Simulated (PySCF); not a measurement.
1-bromo-3-fluoropropa-1,2-diene (C₃H₂BrF), SMILES FC=C=CBr.

Geometry: B3LYP-D3(BJ)/def2-SVP.

Two levels are set side by side: PBE/def2-TZVP (PySCF) and r2SCAN/def2-TZVP (PySCF). Same geometry, gas phase. Differences are taken from unrounded values.

```csv
quantity,r2SCAN
orbital gap (eV),4.88
highest occupied level (eV),-6.86
lowest empty level (eV),-1.98
dipole moment (D),1.50
mean polarisability (bohr³),60.7
```

### Question
What does PBE give, and how far is it from r2SCAN? (An estimate is asked for; the answer gives what the named calculation found.)

### Answer

```tsv
quantity	PBE	PBE minus r2SCAN
orbital gap (eV)	4.48	-0.40
highest occupied level (eV)	-6.61	0.25
lowest empty level (eV)	-2.13	-0.15
dipole moment (D)	1.41	-0.09
mean polarisability (bohr³)	61.9	1.2
```

Rough cost on one machine, each run with all the roots and properties that it gave: r2SCAN against PBE about 4 times.
